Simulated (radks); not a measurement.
Species: the cerium ion Ce22+. Configuration: [Kr]. All-electron calculation, scalar-relativistic Kohn-Sham, PBEsol, spin-polarised, spherical densities, finite nucleus; Fermi nuclear charge, rms radius 4.8771 fm. Program: a radial shooting solver on a logarithmic mesh with Libxc functionals. Some entries of the table are withheld. Estimate them.

orbital  occ.  eigenvalue (eV)  r(max) (bohr)
1s          2              (1)        0.01575
2s          2        -7076.060        0.08907
2p          6        -6405.787        0.07167
3s          2        -1989.048            (2)
3p          6        -1775.706         0.2479
3d         10        -1476.521         0.2032
4s          2              (3)         0.5681
4p          6        -739.7138            (4)

Answer. 
(1) 1s eigenvalue (eV): -40881.05
(2) 3s r(max) (bohr): 0.2536
(3) 4s eigenvalue (eV): -815.9573
(4) 4p r(max) (bohr): 0.5846
